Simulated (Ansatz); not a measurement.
Geometry optimisation, RKS PBE-D4/def2-SVP (Ansatz 0.2.0).

Input file:

```yaml
crystal:
  periodic: [false, false, false]
  atoms:
    - { symbol: Mg, position_ang: [0.0717, 1.1308, 0.1613] }
    - { symbol: O, position_ang: [1.0967, -0.4524, 1.6728] }
    - { symbol: C, position_ang: [-0.2041, 0.2475, -1.6881] }
    - { symbol: H, position_ang: [-0.1736, -0.4872, 1.6707] }
    - { symbol: F, position_ang: [-1.3312, -0.2013, 1.4909] }
    - { symbol: H, position_ang: [1.3151, -0.4024, 2.6012] }
    - { symbol: H, position_ang: [0.6995, 0.26, -2.2868] }
    - { symbol: H, position_ang: [-1.0358, 0.6729, -2.2399] }
    - { symbol: H, position_ang: [-0.4382, -0.7678, -1.3821] }
basis:
  gaussian: { orbitals: def2-SVP }
hamiltonian:
  xc: pbe
  dispersion: d4
relax:
  f_tol: 0.15
  max_steps: 25
  restrain:
    - { distance: [0, 4], at: 1.98, k: 30.0 }
    - { distance: [3, 1], at: 0.97, k: 30.0 }
    - { distance: [0, 1], at: 3.37, k: 30.0 }
    - { distance: [3, 4], at: 2.18, k: 30.0 }
```

Run as:

```bash
$ ansatz run input.yaml --threads 2 --pin off --max-ram 3072MiB --backend cpu --events-out ev --progress --plain --runs-dir out
```

Where does it end, and by what steps?

It converged. The restraints hold the end off the free minimum. After 11 steps the energy has fallen by 1.046 eV (the restraints' own energy left out); Mg1 moved furthest, 1.15 Å. Joined: O2–H4 (1.27 → 0.98 Å).

```
step  energy less start (eV)  largest force component (eV/Å)  accepted
   0                  0.0000                           2.229       yes
   1                  0.1993                           3.238       yes
   2                 -0.0116                           2.177       yes
   3                 -0.1827                           1.903       yes
   4                 -0.4450                           1.647       yes
   5                 -0.6429                           1.499       yes
   6                 -0.7412                           1.798       yes
   7                 -0.8606                           1.781       yes
   8                 -0.9537                           1.826       yes
   9                 -1.0201                           1.852       yes
  10                 -1.0456                           1.877       yes
  11                 -1.0460                           1.879       yes
```

```xyz
9
Properties=species:S:1:pos:R:3
Mg -0.734 0.331 -0.038
O 1.114 -1.000 2.428
C -0.311 0.257 -2.077
H 0.244 -0.622 2.665
F -1.333 0.581 1.774
H 1.716 -0.268 2.662
H 0.734 0.562 -2.291
H -0.983 0.930 -2.650
H -0.446 -0.771 -2.473
```

Time of the run: 31 s on 2 threads of Arm Neoverse N1, on a shared host, peak memory 0.15 GiB.
